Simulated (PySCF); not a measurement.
## Radial density of Hg⁺ (mercury, charge +1)

B97-3, [Xe] 4f14 5d9 6s2, 2D determinant (an excited configuration). Calculation: PySCF 2.14, in def2-QZVPPD with the def2 core potential (60 electrons); scalar relativity through the core potential. This is the valence pseudo-density: the core potential removes the inner electrons and smooths the orbitals near the nucleus.

| r (bohr) | 4πr²ρ (e/bohr) | 4πr²(ρα − ρβ) |
| --- | --- | --- |
| 0.0389 | 1.525e-05 | 0.0000 |
| 0.0654 | 4.014e-05 | 0.0000 |
| 0.110 | 0.0001377 | 0.0000 |
| 0.185 | 0.001603 | 0.0000 |
| 0.311 | 0.06677 | 0.0016 |
| 0.523 | 3.060 | 0.0666 |
| 0.880 | 17.35 | 0.6880 |
| 1.48 | 9.483 | 0.7084 |
| 2.49 | 2.007 | 0.0985 |
| 4.19 | 0.1555 | -0.0029 |
| 7.04 | 0.0008907 | 0.0000 |

Energies and moments cover only the electrons outside the core potential. Spin-orbit coupling, absent here, splits the open shell strongly.

Task: Where is the radial spin density 4πr²(ρα − ρβ) most negative, and why is it negative at all?

Result: Around r = 4.19 bohr, down to -0.0029 e/bohr: exchange with the open shell polarises the paired shells in an unrestricted calculation.
